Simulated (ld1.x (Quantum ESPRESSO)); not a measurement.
## Pseudopotential generation for Rb: RRKJ, PBE, fully relativistic.

The input file (ld1.x (Quantum ESPRESSO) 7.5):

```
&input
   title='Rb', zed=37., rel=2, dft='PBE', iswitch=3,
   config='[Kr] 4d0 5s0.5 5p0', rel_dist='average',
   nld=5, rlderiv=4.35, eminld=-5.0, emaxld=5.0, deld=0.02
 /
 &inputp
   pseudotype=2, tm=.false., lloc=0,
   nlcc=.true., rcore=1.90,
   file_pseudopw='Rb.UPF', file_wfcaegen='ae.wfc', file_wfcncgen='nc.wfc', file_beta='beta', file_chi='chi'
 /
3
4P  2  1   6.00   0.00  2.70  2.70  0.0
4D  3  2   0.00   0.00  4.00  4.00  0.0
4S  1  0   2.00   0.00  2.25  2.25  0.0
 &test
   configts(1)='4s2 4p6 4d0 5s0.5 5p0'
 /
```

Command:

```bash
ld1.x < Rb.in > Rb.out
```

Resulting log (shortened: banner, matrices, multipoles, cross overlaps and the repeated all-electron block are left out):

```
Program LD1 v.7.5
     --------------------------- All-electron run ----------------------------

     Rb
     dirac relativistic calculation

     atomic number is 37.00
     dft =PBE   lsd =0 sic =0 latt =0  beta=0.20 tr2=1.0E-14
     Exchange-correlation= PBE
                           (   1   4   3   4   0   0   0)
     mesh =1219 r(mesh) = 100.89517 a.u. xmin = -7.00 dx = 0.01250
     1 Ry =  13.60569312 eV, c = 137.03599908

     n l j   nl                  e(Ry)          e(Ha)          e(eV)
     Spin orbit split results
     1 0 0.5 1S 1( 2.00)     -1104.7367      -552.3683    -15030.7084
     2 0 0.5 2S 1( 2.00)      -147.7200       -73.8600     -2009.8329
     2 1 0.5 2P 1( 2.00)      -133.9950       -66.9975     -1823.0952
     2 1 1.5 2P 1( 4.00)      -129.5275       -64.7637     -1762.3112
     3 0 0.5 3S 1( 2.00)       -22.0890       -11.0445      -300.5368
     3 1 0.5 3P 1( 2.00)       -17.1725        -8.5862      -233.6433
     3 1 1.5 3P 1( 4.00)       -16.5014        -8.2507      -224.5129
     4 0 0.5 4S 1( 2.00)        -2.5388        -1.2694       -34.5423
     4 1 0.5 4P 1( 2.00)        -1.4114        -0.7057       -19.2024
     4 1 1.5 4P 1( 4.00)        -1.3466        -0.6733       -18.3210
     3 2 1.5 3D 1( 4.00)        -7.9020        -3.9510      -107.5117
     3 2 2.5 3D 1( 6.00)        -7.7880        -3.8940      -105.9618
     4 2 1.5 4D 1( 0.00)        -0.1218        -0.0609        -1.6569
     4 2 2.5 4D 1( 0.00)        -0.1206        -0.0603        -1.6413
     5 0 0.5 5S 1( 0.50)        -0.3029        -0.1514        -4.1210
     5 1 0.5 5P 1( 0.00)        -0.1676        -0.0838        -2.2803
     5 1 1.5 5P 1( 0.00)        -0.1641        -0.0820        -2.2326
     Averaged results
     1 0     1S 1( 2.00)     -1104.7367      -552.3683    -15030.7084
     2 0     2S 1( 2.00)      -147.7200       -73.8600     -2009.8329
     2 1     2P 1( 6.00)      -131.0167       -65.5083     -1782.5725
     3 0     3S 1( 2.00)       -22.0890       -11.0445      -300.5368
     3 1     3P 1( 6.00)       -16.7251        -8.3625      -227.5564
     4 0     4S 1( 2.00)        -2.5388        -1.2694       -34.5423
     4 1     4P 1( 6.00)        -1.3682        -0.6841       -18.6148
     3 2     3D 1(10.00)        -7.8336        -3.9168      -106.5818
     4 2     4D 1( 0.00)        -0.1211        -0.0605        -1.6475
     5 0     5S 1( 0.50)        -0.3029        -0.1514        -4.1210
     5 1     5P 1( 0.00)        -0.1653        -0.0826        -2.2485

     final scf error:  8.7E-15 reached in  37 iterations

     Etot =   -5962.794183 Ry,   -2981.397092 Ha,  -81127.947810 eV

     Ekin =    6132.679495 Ry,    3066.339748 Ha,   83439.355236 eV
     Encl =  -14390.316400 Ry,   -7195.158200 Ha, -195790.228885 eV
     Eh   =    2496.349504 Ry,    1248.174752 Ha,   33964.565274 eV
     Exc  =    -201.506782 Ry,    -100.753391 Ha,   -2741.639436 eV

     normalization and overlap integrals

     s(1S/1S) =  1.000000  <r> =   0.0403  <r2> =    0.0022  r(max) =   0.0264
     s(2S/2S) =  1.000000  <r> =   0.1776  <r2> =    0.0372  r(max) =   0.1498
     s(2P/2P) =  1.000000  <r> =   0.1523  <r2> =    0.0285  r(max) =   0.1181
     s(2P/2P) =  1.000000  <r> =   0.1563  <r2> =    0.0299  r(max) =   0.1211
     s(3S/3S) =  1.000000  <r> =   0.5104  <r2> =    0.2994  r(max) =   0.4500
     s(3P/3P) =  1.000000  <r> =   0.5116  <r2> =    0.3062  r(max) =   0.4389
     s(3P/3P) =  1.000000  <r> =   0.5221  <r2> =    0.3186  r(max) =   0.4500
     s(4S/4S) =  1.000000  <r> =   1.4550  <r2> =    2.4152  r(max) =   1.2543
     s(4P/4P) =  1.000000  <r> =   1.6968  <r2> =    3.3417  r(max) =   1.4037
     s(4P/4P) =  1.000000  <r> =   1.7350  <r2> =    3.4954  r(max) =   1.4392
     s(3D/3D) =  1.000000  <r> =   0.5231  <r2> =    0.3354  r(max) =   0.3922
     s(3D/3D) =  1.000000  <r> =   0.5269  <r2> =    0.3402  r(max) =   0.3922
     s(4D/4D) =  1.000000  <r> =   5.1701  <r2> =   34.0999  r(max) =   3.4524
     s(4D/4D) =  1.000000  <r> =   5.2235  <r2> =   34.7492  r(max) =   3.4959
     s(5S/5S) =  1.000000  <r> =   4.7828  <r2> =   26.1015  r(max) =   4.0112
     s(5P/5P) =  1.000000  <r> =   6.4365  <r2> =   47.2303  r(max) =   5.4826
     s(5P/5P) =  1.000000  <r> =   6.5390  <r2> =   48.7020  r(max) =   5.5516

     ------------------------ End of All-electron run ------------------------

     --------------------- Generating NC pseudopotential ---------------------

      Generating local pot.: lloc=0, matching radius rcloc =   2.2500

      Computing core charge for nlcc:

       r > 1.92 : true rho core
       r < 1.92 : rho core = a sin(br)/r    a=   0.04  b=   1.45

      Integrated core pseudo-charge :   0.54

     Fully relativistic calculation: |psi|^2

     Wfc 4P LC norm =  0.99988443 SC norm =  0.00011556 missing  0.00000001

     Wfc 4P LC norm =  0.99988895 SC norm =  0.00011103 missing  0.00000002

     Wfc 4D LC norm =  0.99998467 SC norm =  0.00001514 missing  0.00000019

     Wfc 4D LC norm =  0.99998507 SC norm =  0.00001286 missing  0.00000207

      Wfc   4P  rcut= 2.689  Estimated cut-off energy=       25.32 Ry
      This function has    0 nodes for 0 < r <    2.689

      Wfc   4P  rcut= 2.689  Estimated cut-off energy=       25.27 Ry
      This function has    0 nodes for 0 < r <    2.689

      Wfc   4D  rcut= 4.011  Estimated cut-off energy=       14.30 Ry
      This function has    0 nodes for 0 < r <    4.011

      Wfc   4D  rcut= 4.011  Estimated cut-off energy=       14.30 Ry
      This function has    0 nodes for 0 < r <    4.011

     ------------------- End of pseudopotential generation -------------------

     Computing logarithmic derivative in   4.35076
     Message from routine compute phi:
     negative determinant

      ld=  -0.132918 f2ae -0.058050 faenor  0.551687
     Computing logarithmic derivative in   4.35076
     Computing the partial wave expansion
       no projector for channel:   0
     R is outside the sphere for l=    1 j= 0.50
     R is outside the sphere for l=    1 j= 1.50
     R is outside the sphere for l=    2 j= 1.50
     R is outside the sphere for l=    2 j= 2.50

     ---------------------- Testing the pseudopotential ----------------------

     Rb
     dirac relativistic calculation

     atomic number is 37.00   valence charge is  9.00
     dft =PBE   lsd =0 sic =0 latt =0  beta=0.20 tr2=1.0E-14
     mesh =1219 r(mesh) = 100.89517 xmin = -7.00 dx = 0.01250

     n l  j  nl             e AE (Ry)       e PS (Ry)    De AE-PS (Ry)
     1 0 0.5 4S   1( 2.00)       -2.53882       -2.53882       -0.00000
     2 1 0.5 4P   1( 2.00)       -1.41135       -1.41135       -0.00000
     2 1 1.5 4P   1( 4.00)       -1.34657       -1.34657        0.00000
     3 2 1.5 4D   1( 0.00)       -0.12178       -0.12178       -0.00000
     3 2 2.5 4D   1( 0.00)       -0.12063       -0.12063        0.00000
     2 0 0.5 5S   1( 0.50)       -0.30289       -0.32832        0.02543  !
     3 1 0.5 5P   1( 0.00)       -0.16760       -0.17156        0.00397
     3 1 1.5 5P   1( 0.00)       -0.16409       -0.16909        0.00500  !

     eps = 5.3E-15  iter = 18

     Etot =   -5962.794183 Ry,   -2981.397092 Ha,  -81127.947810 eV
     Etotps =   -48.749894 Ry,     -24.374947 Ha,    -663.276102 eV

     Ekin =      13.812630 Ry,       6.906315 Ha,     187.930402 eV
     Encl =     -91.456279 Ry,     -45.728139 Ha,   -1244.326065 eV
     Ehrt =      37.291049 Ry,      18.645525 Ha,     507.370573 eV
     Ecxc =      -7.383477 Ry,      -3.691739 Ha,    -100.457328 eV
     (Ecc =      -0.085548 Ry,      -0.042774 Ha,      -1.163937 eV)
     Epseu=      -1.013817 Ry,      -0.506909 Ha,     -13.793684 eV

     ---------------------- End of pseudopotential test ----------------------
```

The potential misses its own reference levels by up to 0.3 eV. ld1.x takes every shell without a wave as core, so the model core holds the 5s electrons as well and exchange and correlation see them twice. This cancels in the reference configuration, but the file is broken for other ones, and its errors say nothing about a proper core correction.

Generation and configuration tests took about 2.7 s on one core of a shared server CPU.

Transferability test of the new file with ld1.x, input:

```
&input
   title='Rb', zed=37., rel=2, dft='PBE', iswitch=2,
   config='[Kr] 4d0 5s0.5 5p0', rel_dist='average'
 /
 &test
   file_pseudo='Rb.UPF', nconf=8,
   configts(1)='4s2 4p6 4d0 5s0.5 5p0',
   configts(2)='4s2 4p6 4d0 5s1 5p0',
   configts(3)='4s2 4p6 4d0 5s0 5p0',
   configts(4)='4s2 4p6 4d0 5s0 5p1',
   configts(5)='4s2 4p6 4d0.5 5s0.5 5p0',
   configts(6)='4s2 4p5 4d0 5s1 5p0',
   configts(7)='4s1 4p6 4d0 5s1 5p0',
   configts(8)='4s2 4p6 4d1 5s0 5p0'
 /
```

```bash
ld1.x < Rb.test.in > Rb.test.out
```

Pseudopotential blocks of its output, shortened (energy terms left out):

```
     ---------------------- Testing the pseudopotential ----------------------

     n l  j  nl             e AE (Ry)       e PS (Ry)    De AE-PS (Ry)
     1 0 0.5 4S   1( 2.00)       -2.53882       -2.53881       -0.00000
     2 1 0.5 4P   1( 2.00)       -1.41135       -1.41135       -0.00000
     2 1 1.5 4P   1( 4.00)       -1.34657       -1.34657        0.00000
     3 2 1.5 4D   1( 0.00)       -0.12178       -0.12178       -0.00000
     3 2 2.5 4D   1( 0.00)       -0.12063       -0.12063        0.00000
     2 0 0.5 5S   1( 0.50)       -0.30289       -0.32832        0.02543  !
     3 1 0.5 5P   1( 0.00)       -0.16760       -0.17156        0.00397
     3 1 1.5 5P   1( 0.00)       -0.16409       -0.16909        0.00500  !

     eps = 9.7E-15  iter = 20

     Etot =   -5962.794183 Ry,   -2981.397092 Ha,  -81127.947811 eV
     Etotps =   -48.749893 Ry,     -24.374947 Ha,    -663.276085 eV

     ---------------------- End of pseudopotential test ----------------------

          ---------------------- Testing the pseudopotential ----------------------

     n l  j  nl             e AE (Ry)       e PS (Ry)    De AE-PS (Ry)
     1 0 0.5 4S   1( 2.00)       -2.34319       -2.32658       -0.01661  !
     2 1 0.5 4P   1( 2.00)       -1.21684       -1.20102       -0.01581  !
     2 1 1.5 4P   1( 4.00)       -1.15226       -1.13657       -0.01569  !
     3 2 1.5 4D   1( 0.00)       -1.20155       -0.36047       -0.84109  !
     3 2 2.5 4D   1( 0.00)       -1.20122       -0.36037       -0.84086  !
     2 0 0.5 5S   1( 1.00)       -0.16400       -0.17129        0.00730  !
     3 1 0.5 5P   1( 0.00)       -0.05650       -0.04760       -0.00890  !
     3 1 1.5 5P   1( 0.00)       -0.05434       -0.04600       -0.00834  !

     eps = 9.2E-15  iter = 29

     Etot =   -5962.910185 Ry,   -2981.455092 Ha,  -81129.526094 eV
     Etotps =   -48.873936 Ry,     -24.436968 Ha,    -664.963776 eV
     dEtot_ae =      -0.116002 Ry
     dEtot_ps =      -0.124043 Ry,   Delta E=       0.008041 Ry

     ---------------------- End of pseudopotential test ----------------------

          ---------------------- Testing the pseudopotential ----------------------

     n l  j  nl             e AE (Ry)       e PS (Ry)    De AE-PS (Ry)
     1 0 0.5 4S   1( 2.00)       -2.76483       -2.78426        0.01942  !
     2 1 0.5 4P   1( 2.00)       -1.63514       -1.65339        0.01825  !
     2 1 1.5 4P   1( 4.00)       -1.56995       -1.58805        0.01809  !
     3 2 1.5 4D   1( 0.00)       -0.27644       -0.30016        0.02372  !
     3 2 2.5 4D   1( 0.00)       -0.27418       -0.29814        0.02396  !
     2 0 0.5 5S   1( 0.00)       -0.44447       -0.50579        0.06133  !
     3 1 0.5 5P   1( 0.00)       -0.26836       -0.31611        0.04775  !
     3 1 1.5 5P   1( 0.00)       -0.26250       -0.31298        0.05048  !

     eps = 8.1E-15  iter = 18

     Etot =   -5962.604883 Ry,   -2981.302441 Ha,  -81125.372250 eV
     Etotps =   -48.542262 Ry,     -24.271131 Ha,    -660.451126 eV
     dEtot_ae =       0.189300 Ry
     dEtot_ps =       0.207631 Ry,   Delta E=      -0.018330 Ry

     ---------------------- End of pseudopotential test ----------------------

          ---------------------- Testing the pseudopotential ----------------------

     n l  j  nl             e AE (Ry)       e PS (Ry)    De AE-PS (Ry)
     1 0 0.5 4S   1( 2.00)       -2.44904       -2.45158        0.00254
     2 1 0.5 4P   1( 2.00)       -1.32072       -1.32261        0.00188
     2 1 1.5 4P   1( 4.00)       -1.25578       -1.25754        0.00176
     3 2 1.5 4D   1( 0.00)       -0.04577       -0.03937       -0.00640  !
     3 2 2.5 4D   1( 0.00)       -0.04509       -0.03862       -0.00648  !
     2 0 0.5 5S   1( 0.00)       -0.21396       -0.23311        0.01915  !
     3 1 0.5 5P   1( 0.33)       -0.10046       -0.09526       -0.00519  !
     3 1 1.5 5P   1( 0.67)       -0.09809       -0.09344       -0.00465

     eps = 6.3E-15  iter = 20

     Etot =   -5962.798498 Ry,   -2981.399249 Ha,  -81128.006512 eV
     Etotps =   -48.742040 Ry,     -24.371020 Ha,    -663.169244 eV
     dEtot_ae =      -0.004315 Ry
     dEtot_ps =       0.007853 Ry,   Delta E=      -0.012167 Ry

     ---------------------- End of pseudopotential test ----------------------

          ---------------------- Testing the pseudopotential ----------------------

     n l  j  nl             e AE (Ry)       e PS (Ry)    De AE-PS (Ry)
     1 0 0.5 4S   1( 2.00)       -2.39885       -2.40047        0.00162
     2 1 0.5 4P   1( 2.00)       -1.27219       -1.27339        0.00120
     2 1 1.5 4P   1( 4.00)       -1.20754       -1.20870        0.00116
     3 2 1.5 4D   1( 0.20)       -0.02875       -0.02535       -0.00340
     3 2 2.5 4D   1( 0.30)       -0.02835       -0.02495       -0.00341
     2 0 0.5 5S   1( 0.50)       -0.19427       -0.21391        0.01964  !
     3 1 0.5 5P   1( 0.00)       -0.08252       -0.08000       -0.00253
     3 1 1.5 5P   1( 0.00)       -0.08030       -0.07827       -0.00204

     eps = 2.9E-15  iter = 26

     Etot =   -5962.828099 Ry,   -2981.414049 Ha,  -81128.409254 eV
     Etotps =   -48.782414 Ry,     -24.391207 Ha,    -663.718553 eV
     dEtot_ae =      -0.033915 Ry
     dEtot_ps =      -0.032521 Ry,   Delta E=      -0.001395 Ry

     ---------------------- End of pseudopotential test ----------------------

          ---------------------- Testing the pseudopotential ----------------------

     n l  j  nl             e AE (Ry)       e PS (Ry)    De AE-PS (Ry)
     1 0 0.5 4S   1( 2.00)       -3.16994       -3.13033       -0.03961  !
     2 1 0.5 4P   1( 1.67)       -2.00355       -1.96761       -0.03594  !
     2 1 1.5 4P   1( 3.33)       -1.93263       -1.89791       -0.03472  !
     3 2 1.5 4D   1( 0.00)       -0.48321       -0.45109       -0.03213  !
     3 2 2.5 4D   1( 0.00)       -0.47934       -0.44775       -0.03159  !
     2 0 0.5 5S   1( 1.00)       -0.59318       -0.63410        0.04092  !
     3 1 0.5 5P   1( 0.00)       -0.39388       -0.39732        0.00344
     3 1 1.5 5P   1( 0.00)       -0.38669       -0.39516        0.00847  !

     eps = 3.0E-15  iter = 28

     Etot =   -5961.355640 Ry,   -2980.677820 Ha,  -81108.375437 eV
     Etotps =   -47.344322 Ry,     -23.672161 Ha,    -644.152313 eV
     dEtot_ae =       1.438543 Ry
     dEtot_ps =       1.405571 Ry,   Delta E=       0.032972 Ry

     ---------------------- End of pseudopotential test ----------------------

          ---------------------- Testing the pseudopotential ----------------------

     n l  j  nl             e AE (Ry)       e PS (Ry)    De AE-PS (Ry)
     1 0 0.5 4S   1( 1.00)       -3.22378       -3.18412       -0.03965  !
     2 1 0.5 4P   1( 2.00)       -2.04899       -2.01003       -0.03896  !
     2 1 1.5 4P   1( 4.00)       -1.97676       -1.93907       -0.03769  !
     3 2 1.5 4D   1( 0.00)       -0.50011       -0.45953       -0.04059  !
     3 2 2.5 4D   1( 0.00)       -0.49594       -0.45604       -0.03990  !
     2 0 0.5 5S   1( 1.00)       -0.59796       -0.64253        0.04457  !
     3 1 0.5 5P   1( 0.00)       -0.39598       -0.40033        0.00436
     3 1 1.5 5P   1( 0.00)       -0.38868       -0.39891        0.01023  !

     eps = 2.1E-15  iter = 26

     Etot =   -5960.137300 Ry,   -2980.068650 Ha,  -81091.799077 eV
     Etotps =   -46.128783 Ry,     -23.064392 Ha,    -627.614070 eV
     dEtot_ae =       2.656883 Ry
     dEtot_ps =       2.621110 Ry,   Delta E=       0.035773 Ry

     ---------------------- End of pseudopotential test ----------------------

          ---------------------- Testing the pseudopotential ----------------------

     n l  j  nl             e AE (Ry)       e PS (Ry)    De AE-PS (Ry)
     1 0 0.5 4S   1( 2.00)       -2.43289       -2.43765        0.00476
     2 1 0.5 4P   1( 2.00)       -1.30617       -1.30912        0.00295
     2 1 1.5 4P   1( 4.00)       -1.24149       -1.24424        0.00275
     3 2 1.5 4D   1( 0.40)       -0.04627       -0.04046       -0.00581  !
     3 2 2.5 4D   1( 0.60)       -0.04576       -0.03986       -0.00589  !
     2 0 0.5 5S   1( 0.00)       -0.21038       -0.23159        0.02120  !
     3 1 0.5 5P   1( 0.00)       -0.09879       -0.09518       -0.00362
     3 1 1.5 5P   1( 0.00)       -0.09666       -0.09345       -0.00321

     eps = 6.8E-15  iter = 25

     Etot =   -5962.745533 Ry,   -2981.372766 Ha,  -81127.285890 eV
     Etotps =   -48.687153 Ry,     -24.343577 Ha,    -662.422468 eV
     dEtot_ae =       0.048650 Ry
     dEtot_ps =       0.062740 Ry,   Delta E=      -0.014089 Ry

     ---------------------- End of pseudopotential test ----------------------
```
